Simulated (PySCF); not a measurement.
**Assigning NMR signals**

Mapped SMILES: `[H]/[N:1]=[C:2](/[CH2:3][C:4]#[C:5][SiH3:6])[CH:7]([F:8])[F:9]`. Each H is labelled by its parent atom.

One averaged value for each set of equivalent atoms, relativity neglected, one computed conformer, gas phase. GFN2-xTB geometry; PBE0/pcSseg-1 with gauge-including orbitals; PySCF 2.14.

References, each an isolated molecule treated in the same way: ¹³C, ¹H vs TMS.

(1) Assign these signals to the numbered atoms. ¹³C{¹H} NMR (computed): δ 171.4 (C), 115.3 (CH), 112.2 (C), 84.9 (C), 30.4 (CH2).

(2) Assign these signals to the numbered atoms. ¹H NMR (500 MHz, computed): δ 11.65 (br s, 1H), 6.74 (m, 1H), 4.24 (s, 3H), 3.66 (s, 2H).

Results:

(1) 
```tsv
δ (ppm)	atoms	environment	reason
171.4	C2	C=N carbon	–
115.3	C7	sp3 CH bonded to 2 F	2 electronegative neighbours deshield it
112.2	C4	alkyne carbon	–
84.9	C5	alkyne carbon	sp carbons lie upfield of alkene carbons because the cylindrical π system leaves one tensor component strongly shielded
30.4	C3	propargylic sp3 CH2	aliphatic region, no heteroatom directly attached
```

(2) 
| δ (ppm) | atoms | environment | reason |
| --- | --- | --- | --- |
| 11.65 | H(N1) | hydrogen on an imine nitrogen | exchangeable; this is the value without hydrogen bonding to other molecules |
| 6.74 | H(C7) | hydrogen on an sp3 CH bonded to 2 F | its carbon carries F, which withdraws density |
| 4.24 | H(Si6) | hydrogen on a silicon bonded to C | – |
| 3.66 | H(C3) | hydrogen on a propargylic sp3 CH2 | – |

The OH or NH signal is concentration- and solvent-dependent in practice; the value given is the gas-phase one. Splittings by ¹⁹F in the carbon and heteronuclear signals aren't shown, as no couplings were computed. Shifts are as computed. Against solution values, carbons near 30 ppm lie about +3 ppm off and those near 130 ppm about +5 ppm. Of 1211 compounds with measured shifts, 218 miss one by over three times the rms of a fit or turn the order of signals round; such compounds aren't used in these exercises. No couplings were computed; multiplicities are counted from neighbouring protons, with m where these are inequivalent, close in shift, in a saturated or five-membered ring or joined by F or P, and br s for small geminal =CH2 splittings.
